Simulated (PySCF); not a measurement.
A GIAO shielding run with PySCF 2.14 (density fitting, non-relativistic, gas phase) on `InChI=1S/C5H11FO3Si/c1-5(3-6)4(7-2)8-10-9-5/h4H,3,10H2,1-2H3/t4-,5+/m1/s1`:

```
$ OMP_NUM_THREADS=1 python probes_run.py task.json out

{"job": {"kind": "nmr", "xc": "PBE0", "basis": "pcSseg-1"}, "charge": 0, "multiplicity": 1}
C      2.562747    -1.106868    -0.301863
O      1.167159    -1.072633    -0.069953
C      0.613984     0.186011    -0.214613
O      1.079678     1.071749     0.756452
Si    -0.112547     2.048750     1.311615
O     -1.343967     1.295811     0.541775
C     -0.934543     0.103785    -0.076975
C     -1.346924    -1.082567     0.790426
C     -1.605268    -0.000080    -1.447193
F     -1.159498     0.977077    -2.298852
H      3.089331    -0.460761     0.404540
H      2.791282    -0.786202    -1.324565
H      2.864896    -2.141799    -0.159216
H      0.882239     0.608850    -1.200165
H      0.017355     3.392910     0.780545
H     -0.189079     1.882134     2.752742
H     -2.422945    -1.059894     0.943491
H     -0.848749    -0.999785     1.752225
H     -1.054672    -2.016031     0.320995
H     -2.685364     0.137978    -1.347054
H     -1.374034    -0.961491    -1.914828
```

Hardware: 1 thread of an Arm Neoverse N1, shared host. The job also computes population analyses, field gradients, ring-centre shieldings.

(1) How large is the calculation?

(2) How long does it take, and how much memory does it need?

## Answers

(1) 88 electrons, 232 basis functions and 1226 auxiliary functions.

(2) 100 s of wall time, with 14 SCF cycles and 4 response iterations; peak memory 1.1 GiB. Times on a shared host scatter by some tens of per cent.
